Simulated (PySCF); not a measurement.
# Peak assignment

Mapped SMILES: `[CH3:1][Si@H:2]1[Si@H:3]([Cl:4])[Si@H:5]([CH3:6])[Si@@H:7]1[Cl:8]`. Hydrogens are named by the atom that carries them.

PySCF calculation with shieldings: GIAO PBE0/pcSseg-1 and geometry from GFN2-xTB; one computed conformer, non-relativistic Hamiltonian, isolated molecule, averaged over atoms made equivalent by symmetry, fast rotation or ring inversion.

Referencing at the same level of theory: TMS for ¹³C and ¹H.

Task: Assign these signals to the numbered atoms. ¹³C{¹H} NMR (computed): δ -8.7 (CH3), -8.7 (CH3).

Result: 
-8.7 → C6, methyl carbon bonded to Si: an electropositive neighbour leaves it electron-rich and shielded
-8.7 → C1, methyl carbon bonded to Si

C6 and C1 lie closer than the usual error of such a calculation, so a measured spectrum could show them in the other order.

Task: Assign these signals to the numbered atoms. ¹H NMR (500 MHz, computed): δ 6.07 (m, 2H), 5.02 (m, 1H), 4.78 (m, 1H), 0.68 (d, 3H), 0.17 (d, 3H).

Result: 
```tsv
δ (ppm)	atoms	environment	reason
6.07	H(Si3)/H(Si7)	hydrogen on a silicon bonded to Cl, 2 Si, in a 4-membered ring	–
5.02	H(Si2)	hydrogen on a silicon bonded to C, 2 Si, in a 4-membered ring	–
4.78	H(Si5)	hydrogen on a silicon bonded to C, 2 Si, in a 4-membered ring	–
0.68	H(C6)	hydrogen on a methyl carbon bonded to Si	an electropositive neighbour shields it, as in TMS itself
0.17	H(C1)	hydrogen on a methyl carbon bonded to Si	–
```

Shifts are as computed. Against solution values, carbons near 30 ppm lie about +3 ppm off and those near 130 ppm about +5 ppm. Of 1309 compounds with measured shifts, 239 miss one by over three times the rms of a fit or turn the order of signals round; such compounds aren't used in these exercises. Multiplicities follow the n + 1 count of equivalent neighbours, as no J values were calculated; m marks all less simple cases, F and P coupling included.
